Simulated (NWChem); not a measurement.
System: CH5FO2Si; SMILES F[Si@H](CO)O

Output (shortened):

```
             Northwest Computational Chemistry Package (NWChem) 7.3.0
             --------------------------------------------------------

 C1  symmetry detected

                             Geometry "geometry" -> ""
                             -------------------------

 Output coordinates in angstroms (scale by  1.889725989 to convert to a.u.)

  No.       Tag          Charge          X              Y              Z
 ---- ---------------- ---------- -------------- -------------- --------------
    1 O                    8.0000    -0.00672614    -2.17776324     0.01482128
    2 C                    6.0000    -0.84900920    -1.06586673    -0.21349165
    3 Si                  14.0000     0.00077593     0.49841792     0.36413653
    4 O                    8.0000    -0.75847771     1.80542339    -0.29670392
    5 F                    9.0000     1.51796014     0.36387177    -0.22901120
    6 H                    1.0000     0.83455562    -1.99999040    -0.42163336
    7 H                    1.0000    -1.15432785    -0.96383249    -1.27562273
    8 H                    1.0000    -1.78097851    -1.23313610     0.35105416
    9 H                    1.0000     0.16141553     0.63380044     1.83645372
   10 H                    1.0000    -0.51748311     2.68438091     0.00894861

 Effective nuclear repulsion energy (a.u.)     251.3700383560

                                 NWChem DFT Module
                                 -----------------

 Summary of "ao basis" -> "ao basis" (spherical)
 ------------------------------------------------------------------------------
       Tag                 Description            Shells   Functions and Types
 ---------------- ------------------------------  ------  ---------------------
 O                          6-31+g*                  8       18   4s3p1d
 C                          6-31+g*                  8       18   4s3p1d
 Si                         6-31+g*                 10       22   5s4p1d
 F                          6-31+g*                  8       18   4s3p1d
 H                          6-31+g*                  2        2   2s

            General Information
            -------------------
          SCF calculation type: DFT
          Wavefunction type:  closed shell.
          No. of atoms     :    10
          No. of electrons :    50
           Alpha electrons :    25
            Beta electrons :    25
          Charge           :     0
          Spin multiplicity:     1
          Use of symmetry is: off; symmetry adaption is: off
          Maximum number of iterations: 150
          AO basis - number of functions:   104
                     number of shells:    52
          Convergence on energy requested:  1.00D-06
          Convergence on density requested:  1.00D-05
          Convergence on gradient requested:  5.00D-04

              XC Information
              --------------
                         PBE0 Method XC Functional
                     Hartree-Fock (Exact) Exchange  0.250
          PerdewBurkeErnzerhof Exchange Functional  0.750
            Perdew 1991 LDA Correlation Functional  1.000 local
           PerdewBurkeErnz. Correlation Functional  1.000 non-local

             Grid Information
             ----------------
          Grid used for XC integration:  medium
          Radial quadrature: Mura-Knowles
          Angular quadrature: Lebedev.
          Tag              B.-S. Rad. Rad. Pts. Rad. Cut. Ang. Pts.
          ---              ---------- --------- --------- ---------
          O                   0.60       49          12.0       434
          C                   0.70       49          11.0       434
          Si                  1.10       88          11.0       590
          F                   0.50       49          11.0       434
          H                   0.35       45          13.0       434
          Grid pruning is: on
          Number of quadrature shells:   509
          Spatial weights used:  Erf1

      Superposition of Atomic Density Guess
      -------------------------------------

 Sum of atomic energies:        -577.86417165

      Non-variational initial energy
      ------------------------------

 Total energy =    -579.608366
 1-e energy   =   -1298.377370
 2-e energy   =     467.398966
 HOMO         =      -0.320589
 LUMO         =       0.016302

   convergence    iter        energy       DeltaE   RMS-Dens  Diis-err
 ---------------- ----- ----------------- --------- --------- ---------
 d= 0,ls=0.0,diis     1   -580.4399157452 -8.32D+02  1.55D-02  1.06D+00
 d= 0,ls=0.0,diis     2   -580.3824785716  5.74D-02  7.95D-03  1.90D+00
 d= 0,ls=0.0,diis     3   -580.5514639929 -1.69D-01  8.94D-04  2.05D-02
 d= 0,ls=0.0,diis     4   -580.5532594008 -1.80D-03  2.63D-04  6.44D-04
 d= 0,ls=0.0,diis     5   -580.5533273070 -6.79D-05  7.01D-05  6.16D-05
  Resetting Diis
 d= 0,ls=0.0,diis     6   -580.5533327317 -5.42D-06  2.23D-05  1.07D-05
 d= 0,ls=0.0,diis     7   -580.5533337378 -1.01D-06  1.01D-05  3.07D-07
 d= 0,ls=0.0,diis     8   -580.5533337293  8.43D-09  4.52D-06  4.40D-07

         Total DFT energy =     -580.553333729335
      One electron energy =    -1302.348098409154
           Coulomb energy =      525.945160707255
    Exchange-Corr. energy =      -55.520434383389
 Nuclear repulsion energy =      251.370038355954

 Numeric. integr. density =       49.999987208681

                       DFT Final Molecular Orbital Analysis
                       ------------------------------------

 Vector   23  Occ=2.000000D+00  E=-3.641606D-01
              MO Center= -4.1D-01,  6.5D-01,  6.5D-02, r^2= 3.9D+00
   Bfn.  Coefficient  Atom+Function         Bfn.  Coefficient  Atom+Function
  ----- ------------  ---------------      ----- ------------  ---------------
    63      0.420351   4 O  pz               67      0.295716   4 O  pz
    46     -0.241579   3 Si s                61     -0.200261   4 O  px
     4      0.181705   1 O  py              102     -0.180635   9 H  s
    65     -0.147874   4 O  px              101     -0.143049   9 H  s
     5     -0.123820   1 O  pz               79     -0.123144   5 F  px

 Vector   24  Occ=2.000000D+00  E=-3.483467D-01
              MO Center= -3.5D-01, -8.8D-01,  1.3D-01, r^2= 3.6D+00
   Bfn.  Coefficient  Atom+Function         Bfn.  Coefficient  Atom+Function
  ----- ------------  ---------------      ----- ------------  ---------------
     5      0.363835   1 O  pz                9      0.244110   1 O  pz
    22      0.222684   2 C  py               63      0.221132   4 O  pz
   102     -0.172242   9 H  s                 6      0.164007   1 O  s
    45     -0.160422   3 Si pz               67      0.157567   4 O  pz
     4     -0.155089   1 O  py               99     -0.146352   8 H  s

[...]

                                NWChem TDDFT Module
                                -------------------

            General Information
            -------------------
           No. of orbitals :     208
            Alpha orbitals :     104
             Beta orbitals :     104
        Alpha frozen cores :       0
         Beta frozen cores :       0
     Alpha frozen virtuals :       0
      Beta frozen virtuals :       0
         Spin multiplicity :       1
    Number of AO functions :     104
        Use of symmetry is : off
      Symmetry adaption is : off
         Schwarz screening :  0.10D-07

              XC Information
              --------------
                  PBE0 Method XC Functional
              Hartree-Fock (Exact) Exchange   0.25
   PerdewBurkeErnzerhof Exchange Functional   0.75
     Perdew 1991 LDA Correlation Functional   1.00 local
    PerdewBurkeErnz. Correlation Functional   1.00 non-local

             TDDFT Information
             -----------------
          Calculation type : TDDFT
         Wavefunction type : Restricted singlets
          No. of electrons :      50
           Alpha electrons :      25
            Beta electrons :      25
              No. of roots :       8
          Max subspacesize :    5600
            Max iterations :     100
               Target root :       1
           Target symmetry : none
      Symmetry restriction : off
                 Algorithm : Optimal
        Davidson threshold :  0.10D-03

    8 smallest eigenvalue differences (eV)
--------------------------------------------------------
  No. Spin  Occ  Vir  Irrep   E(Occ)    E(Vir)   E(Diff)
--------------------------------------------------------
    1    1   25   26 a        -0.285    -0.008     7.524
    2    1   25   27 a        -0.285     0.007     7.943
    3    1   25   28 a        -0.285     0.017     8.229
    4    1   25   29 a        -0.285     0.032     8.636
    5    1   24   26 a        -0.348    -0.008     9.249
    6    1   25   30 a        -0.285     0.062     9.438
    7    1   25   31 a        -0.285     0.069     9.628
    8    1   24   27 a        -0.348     0.007     9.668
--------------------------------------------------------

  Entering Davidson iterations
  Restricted singlet excited states

  Iter   NTrls   NConv    DeltaV     DeltaE      Time
  ----  ------  ------  ---------  ---------  ---------
    1      8       0     0.94E-01   0.10+100       23.8
    2     24       0     0.36E-01   0.56E-02       32.0
    3     40       0     0.22E-01   0.32E-02       34.3
    4     56       0     0.10E-01   0.83E-03       30.1
    5     72       0     0.39E-02   0.13E-03       28.6
    6     88       0     0.16E-02   0.10E-04       29.1
    7    104       4     0.64E-03   0.93E-06       27.8
    8    112       4     0.25E-03   0.11E-06       18.9
    9    120       7     0.11E-03   0.12E-07       19.8
   10    122       8     0.54E-04   0.18E-08       15.1
  ----  ------  ------  ---------  ---------  ---------
  Convergence criterion met

  Ground state a        -580.553333729335 a.u.

  ----------------------------------------------------------------------------
  Root   1 singlet a              0.233792784 a.u.                6.3618 eV
  ----------------------------------------------------------------------------
     Transition Moments    X  0.00091   Y  0.17602   Z  0.05922
     Dipole Oscillator Strength                    0.0053758563
     Electric Quadrupole                           0.0000001165
     Magnetic Dipole                               0.0000001669
     Total Oscillator Strength                     0.0053761398

     Occ.   25  a   ---  Virt.   26  a   -0.76512 X
     Occ.   25  a   ---  Virt.   27  a   -0.61877 X
     Occ.   25  a   ---  Virt.   30  a   -0.08252 X
     Occ.   25  a   ---  Virt.   31  a   -0.10226 X
     Occ.   25  a   ---  Virt.   34  a    0.05121 X
  ----------------------------------------------------------------------------
  Root   2 singlet a              0.246339037 a.u.                6.7032 eV
  ----------------------------------------------------------------------------
     Transition Moments    X  0.03828   Y  0.00504   Z -0.05174
     Dipole Oscillator Strength                    0.0006845152
     Electric Quadrupole                           0.0000000611
     Magnetic Dipole                               0.0000004418
     Total Oscillator Strength                     0.0006850182

     Occ.   25  a   ---  Virt.   26  a   -0.62376 X
     Occ.   25  a   ---  Virt.   27  a    0.76195 X
     Occ.   25  a   ---  Virt.   28  a   -0.11117 X
     Occ.   25  a   ---  Virt.   33  a    0.07772 X
  ----------------------------------------------------------------------------
  Root   3 singlet a              0.261664854 a.u.                7.1203 eV
  ----------------------------------------------------------------------------
     Transition Moments    X -0.25453   Y -0.24996   Z -0.24377
     Dipole Oscillator Strength                    0.0325663216
     Electric Quadrupole                           0.0000000670
     Magnetic Dipole                               0.0000007390
     Total Oscillator Strength                     0.0325671276

     Occ.   25  a   ---  Virt.   27  a    0.10914 X
     Occ.   25  a   ---  Virt.   28  a    0.98236 X
     Occ.   25  a   ---  Virt.   33  a    0.07993 X
     Occ.   25  a   ---  Virt.   35  a   -0.05486 X
  ----------------------------------------------------------------------------
  Root   4 singlet a              0.281019293 a.u.                7.6469 eV
  ----------------------------------------------------------------------------
     Transition Moments    X  0.22314   Y  0.18687   Z  0.55500
     Dipole Oscillator Strength                    0.0735768215
     Electric Quadrupole                           0.0000001297
     Magnetic Dipole                               0.0000000915
     Total Oscillator Strength                     0.0735770427

     Occ.   24  a   ---  Virt.   26  a   -0.06389 X
     Occ.   25  a   ---  Virt.   29  a   -0.98358 X
     Occ.   25  a   ---  Virt.   32  a   -0.12400 X
  ----------------------------------------------------------------------------
  Root   5 singlet a              0.294060589 a.u.                8.0018 eV
  ----------------------------------------------------------------------------
     Transition Moments    X  0.06785   Y  0.11425   Z -0.11179
     Dipole Oscillator Strength                    0.0059113982
     Electric Quadrupole                           0.0000001422
     Magnetic Dipole                               0.0000037724
     Total Oscillator Strength                     0.0059153128

     Occ.   22  a   ---  Virt.   26  a    0.05774 X
     Occ.   23  a   ---  Virt.   26  a   -0.39022 X
     Occ.   23  a   ---  Virt.   27  a    0.11689 X
     Occ.   24  a   ---  Virt.   26  a   -0.84885 X
     Occ.   24  a   ---  Virt.   27  a   -0.24588 X
     Occ.   24  a   ---  Virt.   31  a   -0.05582 X
     Occ.   24  a   ---  Virt.   34  a    0.05709 X
     Occ.   25  a   ---  Virt.   29  a    0.07246 X
     Occ.   25  a   ---  Virt.   30  a   -0.12270 X
  ----------------------------------------------------------------------------
  Root   6 singlet a              0.300700551 a.u.                8.1825 eV
  ----------------------------------------------------------------------------
     Transition Moments    X  0.06884   Y -0.08965   Z  0.19173
     Dipole Oscillator Strength                    0.0099307209
     Electric Quadrupole                           0.0000002074
     Magnetic Dipole                               0.0000008647
     Total Oscillator Strength                     0.0099317929

     Occ.   22  a   ---  Virt.   26  a   -0.11541 X
     Occ.   23  a   ---  Virt.   26  a    0.30970 X
     Occ.   24  a   ---  Virt.   26  a    0.06282 X
     Occ.   24  a   ---  Virt.   27  a   -0.33825 X
     Occ.   25  a   ---  Virt.   30  a   -0.81961 X
     Occ.   25  a   ---  Virt.   31  a    0.26264 X
     Occ.   25  a   ---  Virt.   34  a   -0.06780 X
     Occ.   25  a   ---  Virt.   37  a   -0.05498 X
  ----------------------------------------------------------------------------
  Root   7 singlet a              0.303976592 a.u.                8.2716 eV
  ----------------------------------------------------------------------------
     Transition Moments    X -0.17525   Y -0.13857   Z  0.23873
     Dipole Oscillator Strength                    0.0216638543
     Electric Quadrupole                           0.0000000524
     Magnetic Dipole                               0.0000000148
     Total Oscillator Strength                     0.0216639215

[...]
```

Level: PBE0/6-31+G* (spherical d), full TDDFT. All runs use the structure optimised with PBE0/def2-SVP.

**Question.** Write an input that gives this output.

**Answer.** This is not unique; one that fits is the input that was run:
```
start job
memory heap 200 mb stack 900 mb global 1100 mb
geometry units angstroms noautoz
  O      0.145738    -2.206187     0.022379
  C     -0.745988    -1.147529    -0.263889
  Si    -0.013060     0.471088     0.324049
  O     -0.812758     1.722674    -0.393903
  F      1.535270     0.413972    -0.196707
  H      0.995156    -1.987547    -0.378291
  H     -1.006719    -1.079127    -1.340501
  H     -1.692410    -1.358893     0.260390
  H      0.070955     0.637694     1.799527
  H     -0.635914     2.618438    -0.093235
end
basis spherical
  O library 6-31+g*
  C library 6-31+g*
  Si library 6-31+g*
  F library 6-31+g*
  H library 6-31+g*
end
dft
  xc pbe0
  iterations 150
end
tddft
  nroots 8
  notriplet
end
task tddft energy
```
